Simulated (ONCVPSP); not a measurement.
**Si ONCV: all-electron and pseudo phase curves**

silicon, optimised norm-conserving Vanderbilt (ONCV), made with ONCVPSP 4.0.1 (PBE, scalar-relativistic). Core [He], reference 2s2 2p6 3s2 3p2. Waves: 2s+3s: rc 1.00 bohr, ncon 4, nbas 7, qcut 12.3 1/bohr, 2 projectors; 2p+3p: rc 0.80 bohr, ncon 4, nbas 8, qcut 21 1/bohr, 2 projectors; d scattering state at 0.03 Ha: rc 0.80 bohr, ncon 5, nbas 9, qcut 12.9 1/bohr, local. Local part: the d channel. Core correction: Teter function fitted to the true core (icmod 2), fcfact 0.3.

The phase is arctan(r·R′/R) of the radial function R(r), unwrapped; energies in Ha, scanned from -7 to 5 Ha. A pole is an energy at which the radial function vanishes at the test radius. The pseudo phase is shifted by a multiple of π to meet the all-electron one at the reference energy, and phase errors are pseudo minus all-electron; the curves can meet again beyond the range given. Levels narrower than the energy grid can be missing from the lists of poles.

| channel | radius (bohr) | reference energy (Ha) | poles, all-electron | poles, pseudo | unbroken range about the reference energy with phases within 0.05 rad | phase error 1 Ha above the reference energy (rad) |
| --- | --- | --- | --- | --- | --- | --- |
| s | 1.01 | -0.40 | -4.25 | -4.25 | the whole range | +0.000 |
| p | 0.81 | -0.15 | -1.47 | -1.47 | the whole range | +0.000 |
| d | 0.81 | 0.03 | none | none | the whole range | +0.000 |

Phases in the s channel:

```tsv
E (Ha)	all-electron	pseudo
-6.96	0.655	0.655
-6.64	0.418	0.418
-6.32	0.044	0.044
-6.00	-0.443	-0.443
-5.68	-0.872	-0.872
-5.36	-1.156	-1.156
-5.04	-1.335	-1.335
-4.72	-1.453	-1.454
-4.40	-1.538	-1.538
-4.08	-1.603	-1.603
-3.76	-1.655	-1.655
-3.44	-1.700	-1.700
-3.12	-1.739	-1.739
-2.80	-1.775	-1.775
-2.48	-1.810	-1.810
-2.16	-1.843	-1.843
-1.84	-1.878	-1.878
-1.52	-1.913	-1.913
-1.20	-1.951	-1.951
-0.88	-1.992	-1.992
-0.56	-2.037	-2.037
-0.24	-2.087	-2.087
0.08	-2.146	-2.146
0.40	-2.213	-2.213
0.72	-2.293	-2.293
1.04	-2.388	-2.388
1.36	-2.502	-2.502
1.68	-2.639	-2.639
2.00	-2.799	-2.799
2.32	-2.982	-2.982
2.64	-3.179	-3.179
2.96	-3.375	-3.376
3.28	-3.559	-3.559
3.60	-3.721	-3.721
3.92	-3.858	-3.859
4.24	-3.972	-3.973
4.56	-4.067	-4.067
4.88	-4.145	-4.146
```
